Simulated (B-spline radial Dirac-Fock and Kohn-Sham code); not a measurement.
Photoemission from Mn²⁺ at 12000 eV, detector at θ = 90°, φ = 0°

System: Mn²⁺, 1s2 2s2 2p6 3s2 3p6 3d5. Method: Dirac-Hartree-Slater photoionisation with a Latter tail; cross sections with all multipoles, angular parameters from the dipole term and its interference with E2. Computed with a radial B-spline solver. Thresholds are orbital energies of the model. For linearly polarised light dσ/dΩ = σ/(4π) [1 + β P₂(cos θ) + (δ + γ cos²θ) sin θ cos φ], with θ from the polarisation vector and φ the angle between the beam and the projection of the electron momentum on the plane normal to the polarisation. The dipole factor is 1 + βP₂ and the non-dipole term is the rest of the bracket. Open shells are filled statistically over j.

```csv
subshell,threshold (eV),σ (kb),β,γ,δ,dipole factor,non-dipole term,dσ/dΩ (kb/sr)
1s,6529.6,7.45,2.00,1.45,0.000,0.000,0.000,≈ 0
2s,784.7,0.556,2.00,1.87,0.000,0.001,0.000,≈ 0
2p1/2,681.2,0.0849,0.63,1.47,0.263,0.684,+0.263,0.00640
2p3/2,670.4,0.156,0.61,1.45,0.266,0.697,+0.266,0.0120
3s,111.0,0.0788,2.00,1.92,0.000,0.001,0.000,≈ 0
3p1/2,80.55,0.0110,0.60,1.44,0.264,0.700,+0.264,0.000846
3p3/2,79.21,0.0202,0.57,1.41,0.267,0.714,+0.267,0.00158
3d3/2,30.23,0.000105,0.25,0.94,0.619,0.875,+0.619,1.25e-05
3d5/2,30.09,0.000150,0.27,0.96,0.621,0.867,+0.621,1.78e-05
```
